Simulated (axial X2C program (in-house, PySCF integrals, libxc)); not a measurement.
LiTe⁺: cheaper levels and CCSD(T), two-component

Computed with an in-house relativistic program for diatomic molecules. Two-component (2c) means X2C with spin–orbit coupling and atomic mean-field two-electron Coulomb and Gaunt terms. Basis: Te dyall-cv3z [11s12p8d4f1g], Li dyall-cv3z [7s8p2d] (cores contracted in-house); Gaussian nuclei, density fitting, unrestricted open shells. Masses: Te 129.906 u, Li 7.016 u.

State: Ω = 1 (⟨Sz⟩ = 0.90, ⟨Lz⟩ = 0.10 at HF); fragments Te + Li+.

```
level  Re (Å)  ωe (cm⁻¹)  De (eV)
 PBE0   2.772      301.1    0.867
   HF   2.817      289.5      n/a
  MP2   2.821      287.8    0.730
 CCSD   2.822      286.5    0.744
  M06   2.869      246.9    0.666
```

Correlated methods: 6 electrons correlated (number of frozen shells: Te 4 s, 3 p, 2 d; Li 1 s), 226 virtual spin orbitals or spinors in MP2, 61 natural virtuals in coupled cluster.

CCSD(T), same Hamiltonian and basis:

Re = 2.824 Å, ωe = 285.7 cm⁻¹, De = 0.74 eV; T1 = 0.010 (Lee–Taylor normalisation).

Problem. Give the differences from CCSD(T) in the columns below.

Solution. 

```json
{"level": "PBE0", "ΔRe (Å)": "-0.052", "Δωe (cm⁻¹)": "15.4", "ΔDe (eV)": "0.13"}
{"level": "HF", "ΔRe (Å)": "-0.007", "Δωe (cm⁻¹)": "3.8", "ΔDe (eV)": "n/a"}
{"level": "MP2", "ΔRe (Å)": "-0.003", "Δωe (cm⁻¹)": "2.1", "ΔDe (eV)": "-0.01"}
{"level": "CCSD", "ΔRe (Å)": "-0.002", "Δωe (cm⁻¹)": "0.8", "ΔDe (eV)": "0.00"}
{"level": "M06", "ΔRe (Å)": "0.045", "Δωe (cm⁻¹)": "-38.8", "ΔDe (eV)": "-0.07"}
```

The state is one determinant whose occupation by symmetry is held fixed; it was picked as the lowest of a PBE0 search that is not exhaustive. Dissociation energies refer to the lowest single-determinant-based atoms at the same level and basis. De is not given where an atomic determinant may have missed its ground term or J level, or where the truncated virtual space spoils (T). Density functionals use the spin component along the axis (collinear). Coupled cluster ran in a truncated set of natural virtual spinors; the MP2 energy of the rest was added. (T) has no such correction and the atoms are truncated less, which lowers De at CCSD(T) by a hundredth of an eV or more. PBE0 can misorder states that lie within some tenths of an eV, so this need not be the ground state of the molecule. The nearest other 2c determinant of the search, Ω = 2, lies 0.51 eV up at the distance of the search. Without a current term, density functionals place determinants with orbital angular momentum somewhat too high. With several unpaired electrons one determinant need not be a pure state. Open-shell Ω = 0 determinants with evenly filled partner blocks cannot be reached by this program, so the Ω shown need not be the lowest component. This is the Ω = 1 component of a π² triplet; the 0⁺ component is not one determinant and can lie lowest. With the outer-core shells frozen, correlated bond lengths of heavy atoms tend to come out a few hundredths of an ångström too long.
